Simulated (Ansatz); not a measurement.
Ansatz (a first-principles code) input (PBE/def2-TZVPD):

Ansatz 0.2 input:
```yaml
crystal:
  periodic: [false, false, false]
  atoms:
    - {symbol: Hf, position_ang: [-0.00000000, -0.00000000, -0.02567565]}
    - {symbol: H, position_ang: [0.00000000, 0.00000000, 1.84864666]}
basis:
  gaussian:
    orbitals: def2-TZVPD
hamiltonian:
  xc: {name: PBE}
magnetization: {spin_polarized: true, initial_magnetization: 3}
output: {forces: true}
```

End of the output:

```
integrals: 0.01 GiB planned
418 factors; their error is unknown
mean field: 0.13 GiB planned
mean field evaluation 1: about -1316.1085 eV, gradient 1.6e1 eV
mean field evaluation 2: about -1308.0064 eV, gradient 3.2e1 eV
mean field evaluation 4: about -1318.3055 eV, gradient 2.4e0 eV
mean field evaluation 8: about -1318.3614 eV, gradient 3.6e-1 eV
mean field evaluation 16: about -1318.5677 eV, gradient 1.4e-4 eV
mean field evaluation 32: about -1318.4826 eV, gradient 1.4e-1 eV
mean field evaluation 64: about -1318.4803 eV, gradient 2.8e-2 eV
mean field evaluation 96: about -1318.4828 eV, gradient 2.1e-1 eV
mean field evaluation 128: about -1317.8095 eV, gradient 8.0e-1 eV
mean field evaluation 160: about -1316.0370 eV, gradient 8.0e0 eV
mean field evaluation 192: about -1317.1733 eV, gradient 2.4e0 eV
mean field -1318.56765716 eV, -48.4564676434 hartree, gradient 7.5e-6 eV, S^2 3.751725; 20 other end points of the search recorded, 0 dependent functions left out
the calculation of the forces begins
reference -1318.56769498 eV, -48.4564690331 hartree; 8, 5 occupied and 44, 47 virtual orbitals, 418 factors
Total energy: -1318.56769498 eV, -48.4564690331 hartree
Atom 0 at    -0.000000    -0.000000    -0.025676 Å, force    -0.000000     0.000000     0.079925 eV/Å
Atom 1 at     0.000000     0.000000     1.848647 Å, force     0.000000    -0.000000    -0.079925 eV/Å
Dipole moment:    -0.000001    -0.000001    -0.452940 e Å
```

The spin state was set by rule; other spins were not relaxed.
